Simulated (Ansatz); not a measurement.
Isolated molecules relaxed with PBE0-D4/def2-TZVP in Ansatz; ΔE leaves out vibrations. CBS: MP2 limit from def2 TZ/QZ plus the TZ coupled-cluster correction, frozen cores. This one scheme is used for every species. DFT in def2-TZVPP. HSE06 is defined as in plane-wave codes. def2 core potentials past Kr. For Sn outer-core shells are correlated without core-valence functions, which leaves a few kJ/mol of doubt a bond. One conformer a species, not always the lowest.

`C[N](C)[Sn][OH]` + `CN(C)C` → `C[N](C)[Sn][N](C)C` + CH₃OH  (formal exchange of groups at the Sn–O bond)

CCSD(T)/CBS gives +0.82 eV.

Another level gave +0.80 eV. Which?
A. BHLYP-D4/def2-TZVPP
B. RPA@PBE/def2-TZVPP
C. BHLYP/def2-TZVPP
D. HSE06/def2-TZVPP

A. BHLYP-D4 0.80, HSE06 0.85, BHLYP 0.90, RPA@PBE/def2-TZVPP 0.75 eV.

Largest T1 diagnostic among the species: 0.017.

In def2-TZVPP, CCSD(T) changes the Hartree–Fock value by −0.11 eV (the triples alone add −0.02 eV) and MP2 by −0.09 eV. Leaving LDA and LC-ωPBE aside and taking each functional with its dispersion term where it has one, the values, not all of them listed here, spread over 0.11 eV, from BLYP-D4 to B97M-V. The D4 term adds −0.09 eV with B3LYP and −0.06 eV with PBE0; it sums over pairs of atoms, weighted by their polarisabilities, and B3LYP, whose exchange is more repulsive, gets the larger term.

B3LYP here is the variant with VWN-RPA as its local correlation; programs differ in this.
